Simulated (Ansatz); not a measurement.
Reaction (ligand exchange at a Ti–O bond): `[NH2][Ti]([NH2])([NH2])[OH]` + `CNC` → `C[N](C)[Ti]([NH2])([NH2])[NH2]` + H₂O

Calculated with Ansatz (gas phase, PBE0-D4/def2-TZVP geometries, no zero-point term in ΔE). CBS: MP2 limit from def2 TZ/QZ plus the TZ coupled-cluster correction, frozen cores. This one scheme is used for every species. Functionals use def2-TZVPP. HSE06 is defined as in plane-wave codes. For Ti outer-core shells are correlated without core-valence functions, which leaves a few kJ/mol of doubt a bond. Scalar relativity is left out up to krypton. Each species was taken in one conformer, which may not be the lowest.

**Question.** Is it downhill or uphill in electronic energy at CCSD(T)/CBS, and by how much? (An estimate is asked.)

**Answer.** The calculation gave: Uphill: ΔE = +9.7 kcal/mol.

**Question.** What do these levels give: revPBE-D4, HSE06-D4, PBE0, r2SCAN0, BHLYP, CCSD/def2-SVP? (Estimate.)

**Answer.** Ansatz gave: revPBE-D4 10.4, HSE06-D4 12.0, PBE0 14.3, r2SCAN0 14.1, BHLYP 16.9, CCSD/def2-SVP 12.9 kcal/mol.

Largest T1 diagnostic among the species: 0.024, so the coupled-cluster value is less sure than usual.

The D4 term adds −3.8 kcal/mol with B3LYP and −2.3 kcal/mol with PBE0; it sums over pairs of atoms, weighted by their polarisabilities, and B3LYP, whose exchange is more repulsive, gets the larger term. Leaving LDA and LC-ωPBE aside and taking each functional with its dispersion term where it has one, the values, not all of them listed here, spread over 3.9 kcal/mol, from revPBE-D4 to ωB97X-V. LDA lies −2.4 kcal/mol from PBE without D4. At CCSD(T), def2-SVP lies +1.6 kcal/mol from the extrapolated value and def2-TZVPP +0.9 kcal/mol.

B3LYP here is the variant with VWN-RPA as its local correlation; programs differ in this.
